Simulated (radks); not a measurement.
Results of a calculation; reference values are marked as such.
Problem. These are the eigenvalues of the occupied orbitals of an atom or ion with whole-number occupations (eV). Level of theory: scalar-relativistic Kohn-Sham, PBE, spin-polarised, spherical densities, point nucleus (a radial shooting solver on a logarithmic mesh with Libxc functionals).

| orbital | eigenvalue |
|---|---|
| 1s up | -11771.11 |
| 1s down | -11771.01 |
| 2s up | -1537.373 |
| 2s down | -1537.320 |
| 2p up | -1354.371 |
| 2p down | -1354.310 |
| 3s up | -240.6358 |
| 3s down | -240.4693 |
| 3p up | -183.9868 |
| 3p down | -183.7872 |
| 3d up | -90.7295 |
| 3d down | -90.4142 |
| 4s up | -57.7663 |

Which element is it, and in what charge state? The configuration may be excited. Open shells, if any, are filled with parallel spins first.

Solution. Z = 33, arsenic, charge +4: As4+ in [Ar] 3d10 4s1. The list shows which subshells hold electrons but not how many an open one holds; the 1s level, -432.58 hartree, gives Z - s = 29.4 by -(Z - s)^2/2, which with screening and relativity narrows Z to a few neighbours, and the depths of the outer levels then fix element, charge and occupations together.
